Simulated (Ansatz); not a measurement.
Abridged output of a molecular run in Ansatz:

```
Functional definition: HF
1485 factors; integrals over basis functions are off by at most 7.5e-4 eV
mean field evaluation 1: about -22586.5076 eV, gradient 5.4e1 eV
mean field evaluation 2: about -22586.7955 eV, gradient 5.4e1 eV
mean field evaluation 4: about -22592.0627 eV, gradient 3.4e0 eV
mean field evaluation 8: about -22592.1351 eV, gradient 3.1e-1 eV
mean field -22592.13534400 eV, -830.2456603926 hartree, gradient 6.4e-6 eV, S^2 0.000000; 0 other end points of the search recorded, 0 dependent functions left out
13 core orbitals not correlated: weight in the atoms' cores, before any rotation towards them, 1.000 or more for the frozen orbitals, at most 0.000 for the correlated occupied ones
reference -22592.13534400 eV, -830.2456603926 hartree; 16, 16 occupied and 218, 218 virtual orbitals, 1485 factors
second order -26.39956489 eV of doubles, -0.00000000 eV of singles
cycle   1  -26.55705309 eV  change   -1.6e-1 eV  update   1.1e-1
cycle   2  -27.16272201 eV  change   -6.1e-1 eV  update   3.2e-2
cycle   3  -27.30803202 eV  change   -1.5e-1 eV  update   1.7e-2
cycle   4  -27.28960163 eV  change    1.8e-2 eV  update   3.6e-3
cycle   5  -27.28783887 eV  change    1.8e-3 eV  update   1.7e-3
cycle   6  -27.28904798 eV  change   -1.2e-3 eV  update   5.1e-4
cycle   7  -27.28879436 eV  change    2.5e-4 eV  update   2.1e-4
cycle   8  -27.28867981 eV  change    1.1e-4 eV  update   6.9e-5
cycle   9  -27.28870620 eV  change   -2.6e-5 eV  update   3.0e-5
perturbative correction -0.89162928 eV, -0.0327667718 hartree
Total energy: -22620.31567948 eV, -831.2812686202 hartree
```

Its atoms:

Z-matrix (Å, degrees):
```
Si
Si 1 2.350
O 1 1.653 2 110.4
H 1 1.491 2 108.8 3 123.2
H 1 1.484 2 110.9 3 -117.0
F 2 1.609 1 107.2 3 -45.5
O 2 1.637 1 107.6 3 -164.3
H 2 1.489 1 116.6 3 71.3
H 3 0.959 1 117.2 2 54.0
H 7 0.959 2 119.0 1 -167.0
```

Which basis set was used?
A. cc-pV(Q+d)Z
B. def2-TZVPP
C. def2-SVP
D. def2-QZVPP

B. It gives 247 functions.

Write the keys of the input that set method, charge and spin (a neutral closed shell needs none for the last two).


```yaml
correlation: {method: ccsd_t}
```
